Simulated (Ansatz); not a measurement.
A run for Ansatz (an electronic-structure program): U-r2SCAN/def2-TZVPP on FOS (SMILES O=[S]F), 2S+1 = 2, atoms moved off the minimum.

Ansatz 0.2 input:
```yaml
crystal:
  periodic: [false, false, false]
  atoms:
    - {symbol: O, position_ang: [-1.21695814, -0.58575736, 0.07175888]}
    - {symbol: S, position_ang: [-0.10732451, 0.33878137, 0.04171816]}
    - {symbol: F, position_ang: [1.33252229, -0.31185364, -0.11452611]}
basis:
  gaussian:
    orbitals: def2-TZVPP
hamiltonian:
  xc: {name: r2SCAN}
magnetization: {spin_polarized: true, initial_magnetization: 1}
output: {forces: true}
```

Give the final energy of this run.

-573.2152 hartree.
